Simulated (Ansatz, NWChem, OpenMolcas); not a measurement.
# How methods differ on RbBr (SMILES [Br][Rb])

RbBr has 2 atoms, charge 0, and is taken as a singlet. SMILES: `[Br][Rb]`. Geometry: the measured bond length.

```xyz
2

Br    0.0000    0.0000    0.0000
Rb    0.0000    0.0000    2.9447
```

Each level gives the vertical energy of the triplet above the singlet (eV). The values are calculated.

```tsv
level	kind	program	value (eV)	less CCSD(T)/def2-TZVP	CPU time (all runs)
BLYP/def2-TZVP (core potential)	GGA	OpenMolcas	4.25	+0.02	33 s
M06-L/def2-TZVP (core potential)	meta-GGA	OpenMolcas	4.71	+0.48	1.7 min
M06-2X/def2-TZVP (core potential)	hybrid meta-GGA	NWChem	4.38	+0.15	74 s
PBE0/def2-TZVP (core potential)	global hybrid	OpenMolcas	4.29	+0.06	30 s
HSE06/def2-TZVP (core potential)	range-separated hybrid	Ansatz	4.28	+0.05	37 s
RPA@PBE0/def2-TZVP (core potential)	RPA	Ansatz	4.02	-0.21	44 s
MP2/def2-TZVP (core potential)	perturbation theory	NWChem	4.44	+0.21	83 s
CCSD(T)/def2-TZVP (core potential)	coupled cluster or CI	Ansatz	4.23	0.00	35 s
FCI/STO-3G	exact in the basis	Ansatz	5.14	+0.91	14 s
```

CCSD(T)/def2-TZVP (core potential) is the highest level here, not the true value. All-electron rows without a relativistic Hamiltonian named are non-relativistic, while core potentials hold scalar relativity, so basis and relativity change together. Spin-orbit coupling, which can split open shells on such heavy atoms by tenths of an eV, is left out. The values span 4.02 to 5.14 eV. High-level rows in very small sets aren't better than simpler rows in larger ones. In the correlated wave-function rows the outer d shell of Br is correlated, in sets not made for it. Times are those of the runs behind each value, whatever else they computed, on shared processors of several kinds: orders of magnitude only.
